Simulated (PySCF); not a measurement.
**Löwdin shares of the frontier orbitals**

Species: C₈H₈O.
Numbering: `[CH2:1]=[C:2]1[CH:3]=[CH:4][CH:5]=[C:6]1[C:7]([CH3:8])=[O:9]` (hydrogens: H10, H11 on C1; H12 on C3; H13 on C4; H14 on C5; H15, H16, H17 on C8)

Method: PySCF 2.14.0, density-fitted response routines, TDDFT wB97X-D/def2-SVPD, vertical, gas phase, core orbitals frozen in the response. One conformer (not necessarily the lowest) at the PBE0-D3(BJ)/def2-SVP geometry, without solvent, vibrations or thermal averaging. Torsions of this conformer, `[CH2:1]=[C:2]1[CH:3]=[CH:4][CH:5]=[C:6]1[C:7]([CH3:8])=[O:9]`: C5–C6–C7–C8 -1°.

Frontier orbitals with the atoms that hold most of them (Löwdin shares over 4%, at most four atoms; ? is withheld):

```json
{"orbital": "LUMO+2", "ε (eV)": "2.37", "atoms": "C8 15%, C5 12%, H14 8%, C4 8%"}
{"orbital": "LUMO+1", "ε (eV)": "1.41", "atoms": "C7 25%, O9 21%, C1 10%, C4 9%"}
{"orbital": "LUMO", "ε (eV)": "-0.89", "atoms": "?"}
{"orbital": "HOMO", "ε (eV)": "?", "atoms": "C3 24%, C6 24%, C4 17%, C5 13%"}
{"orbital": "HOMO-1", "ε (eV)": "-9.16", "atoms": "?"}
{"orbital": "HOMO-2", "ε (eV)": "-9.51", "atoms": "C1 28%, C2 26%, C5 15%, C4 12%"}
{"orbital": "HOMO-3", "ε (eV)": "-11.93", "atoms": "C2 18%, C6 14%, C3 13%, C1 11%"}
```

(1) Which atoms hold the HOMO-1, and with what shares?

(2) Which atoms hold the LUMO, and with what shares?

(3) What is the HOMO energy, and the HOMO–LUMO gap?

Results:

(1) O9 (bonded to C) 62%; C7 (bonded to 2 C and O) 11%; C8 (bonded to C and 3 H) 10%; C6 (bonded to 3 C) 8%. By element: oxygen 62%, carbon 29% or more.

(2) C1 (bonded to C and 2 H) 22%; C5 (bonded to 2 C and H) 17%; C3 (bonded to 2 C and H) 12%; C4 (bonded to 2 C and H) 9%.

(3) ε(HOMO) = -8.58 eV; the gap is 7.70 eV (0.2828 hartree).

**Question.** How does S1 compare with the orbital gap of 7.70 eV?

**Answer.** S1 is at 3.45 eV (f = 0.057), 4.24 eV below the gap, made of HOMO→LUMO (98%). 

**Question.** Give energy, strength and leading configuration of S1, S2, S3, S4, S5 and S7, and follow the Löwdin shares of the leading atoms from the occupied to the empty orbital.

**Answer.** 
- S1 (3.45 eV, f 0.057), HOMO→LUMO (98%): C3 24% → 12%, C6 24% → at most 10%, C1 at most 13% → 22%, C5 13% → 17%
- S2 (3.62 eV, f 0.0001), HOMO-1→LUMO (83%): O9 62% → at most 10%, C7 11% → at most 10%, C1 at most 8% → 22%, C5 at most 8% → 17%
- S3 (4.92 eV, f 0.226), HOMO-2→LUMO (88%): C1 28% → 22%, C2 26% → at most 10%, C5 15% → 17%
- S4 (5.35 eV, f 0.0003), HOMO-1→LUMO+1 (75%): O9 62% → 21%, C7 11% → 25%
- S5 (5.93 eV, f 0.288), HOMO→LUMO+1 (81%): C3 24% → at most 10%, C6 24% → at most 10%, C7 at most 13% → 25%, O9 at most 13% → 21%
- S7 (6.96 eV, f 0.246), HOMO-2→LUMO+1 (89%): C1 28% → 10%, C2 26% → at most 10%, C7 at most 13% → 25%, O9 at most 13% → 21%

Löwdin shares depend on the basis, the more so with diffuse functions.
